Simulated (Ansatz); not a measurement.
Species: Au$_{2}$, net charge 0, singlet state. SMILES: [Au][Au]
Geometry from a B3LYP-D3(BJ)/def2-TZVP (Ansatz, a first-principles code) optimisation:
```xyz
2

Au     0.0000     0.0000    -1.2768
Au     0.0000     0.0000     1.2768
```
Charge 0, spin multiplicity 1.

Wanted: vertical ionisation energy (to the doublet state of charge +1; each state is the SCF solution reached for its spin), in eV. Correlated levels leave the core frozen unless marked. Open shells are spin-unrestricted. No spin-orbit coupling. Frozen are the shells of the preceding noble gas and the d and f shells that filled before the atom's block. Past Kr the def2 sets carry scalar-relativistic core potentials. Basis-set limits of correlation are two-point, X^-3; Hartree-Fock from the larger set.

```
level                                 program  vertical ionisation energy (eV)  minus last row
------------------------------------  -------  -------------------------------  --------------
SVWN5/def2-TZVPD                       Ansatz                             9.79            0.59
PBE/def2-TZVPD                         Ansatz                             9.39            0.19
r2SCAN/def2-TZVPD                      Ansatz                             9.30            0.10
B3LYP/def2-TZVPD                       Ansatz                             9.33            0.13
BHLYP/def2-TZVPD                       Ansatz                             8.81           -0.39
CCSD/def2-QZVPPD                       Ansatz                             8.93           -0.27
CCSD/CBS(def2-TZVPPD,def2-QZVPPD)      Ansatz                             8.96           -0.24
CCSD(T)/def2-SVPD                      Ansatz                             8.97           -0.23
CCSD(T)/def2-QZVPPD                    Ansatz                             9.14           -0.06
CCSD(T)/CBS(def2-TZVPPD,def2-QZVPPD)   Ansatz                             9.20            0.00
```
